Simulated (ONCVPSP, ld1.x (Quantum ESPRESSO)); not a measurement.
# Potentials for Al compared

Generated with ld1.x 7.5 (TM, RRKJ, ultrasoft, PAW), atompaw 4.2 or ONCVPSP 4.0.1. The cutoff is in Ry: for ld1.x and atompaw files where the sum of valence levels is converged to 10 mRy in a Bessel basis, for ONCV files where the hardest occupied wave has 1 mHa per electron of residual kinetic energy. The error is the largest all-electron minus pseudo excitation energy over each file’s own four to seven test configurations (ionisations up to +4, promotions, holes and added fractions of an electron), all of which were solved. The labels leave out finer settings (local radius, basis sizes, second energies), which also bear on the numbers. Spin-polarised tests are not counted. The rows are a selection from randomly drawn settings: files with unsolved tests, undetermined cutoffs or missed reference levels are left out.

A true bound ghost makes a file unfit for plane-wave use even where its test errors are small: the radial tests pick states by their node count and pass the ghost by.

| potential | cutoff (Ry) | largest error (meV) | bound ghosts |
| --- | --- | --- | --- |
| ONCV, LDA (Perdew-Zunger), non-relativistic, rc 1.45/2.05/1.80 (spd), local smoothed, core correction no, reference 3s2 3p0.5, qcut 4.7/3.9/6, projectors 3/2/2 | 19 | +73 | s |
| ONCV, PBE, scalar-relativistic, rc 1.05/0.90/1.10 (spd), local smoothed, core correction yes, reference 2s2 2p6 3s1 3p2, qcut 11.4/16.6/10.1, projectors 2/2/2 | 200 | +1.1 | none |
| ONCV, PBE, non-relativistic, rc 1.80/2.45 (sp), local smoothed, core correction yes, reference 3s2 3p1, qcut 4/4, projectors 2/2 | 11 | +10 | none |

(1) Fill in the row for Al: PAW, PBE, non-relativistic, rc 1.85/2.55/2.05 (spd), local smoothed, core correction yes, reference 3s1.75 3p1.25.

(2) Fill in the row for Al: RRKJ, PBE, scalar-relativistic, rc 1.40/1.85/1.65 (spd), local s, core correction yes, reference 3s2 3p1.

(3) Fill in the row for Al: ONCV, PBE, scalar-relativistic, rc 1.70/2.95/3.05 (spd), local smoothed, core correction yes, reference 3s2 3p1, qcut 3.1/3/2.9, projectors 1/2/1.

Answers

(1) cutoff 10 Ry, largest error -17 meV, bound ghosts: s.

(2) cutoff 35 Ry, largest error +21 meV, bound ghosts: none.

(3) cutoff 11 Ry, largest error -56 meV, bound ghosts: none.
